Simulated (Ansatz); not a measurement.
Ansatz results at the PBE0-D4/def2-TZVP geometry: LUMO energy (ωB97M-V/def2-TZVPP) 0.83 eV; LUMO energy (PBE0/def2-TZVPP) -1.02 eV; HOMO–LUMO gap (B3LYP/def2-TZVPP) 6.42 eV.

Each molecule was computed in one conformer, which needn't be the lowest.

(1) Which molecule gave them?
A. `[F][Ge]([SiH3])([SH])[Cl]`
B. `P[NH][ZnH]`
C. `F[SiH](Cl)[S][GeH3]`
D. `[NH2][Zn][O]CF`

## Answers

(1) A. The others give `[NH2][Zn][O]CF`: 0.96, -0.51, 6.02; `P[NH][ZnH]`: 0.78, -0.56, 5.72; `F[SiH](Cl)[S][GeH3]`: 1.30, -0.56, 6.81.

B3LYP here is the variant with VWN-RPA as its local correlation; programs differ in this.
